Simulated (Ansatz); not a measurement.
```xyz
9

F    -1.152    0.412    1.523
C    -0.062    0.414    0.771
F     0.923    1.113    1.314
C    -0.216    0.417   -0.741
F     0.641    1.119   -1.469
F    -1.435    0.417   -1.259
C     0.278   -0.832   -0.030
F     1.549   -1.180   -0.159
F    -0.526   -1.881    0.050
```

The species carries charge 0 and has multiplicity 1.

(1) List the r2SCAN/def2-TZVPP orbital energies in eV (the Gaussian-basis code of Ansatz). (Estimate.)

Results:

(1) Ansatz gave: Occupied: -668.03, -668.03, -668.03, -668.03, -668.03, -668.03, -278.79, -278.79, -278.79, -35.05, -34.48, -34.48, -33.37, -33.04, -33.04, -24.04, -17.79, -17.79, -16.54, -16.34, -15.02, -15.02, -14.99, -14.99, -12.68, -12.50, -12.50, -12.06, -11.91, -11.91, -11.69, -11.45, -11.04, -11.04, -8.05, -8.05. Lowest empty: -1.17, 0.50, 2.75, 3.02, 3.03, 4.08, 4.08, 5.21.
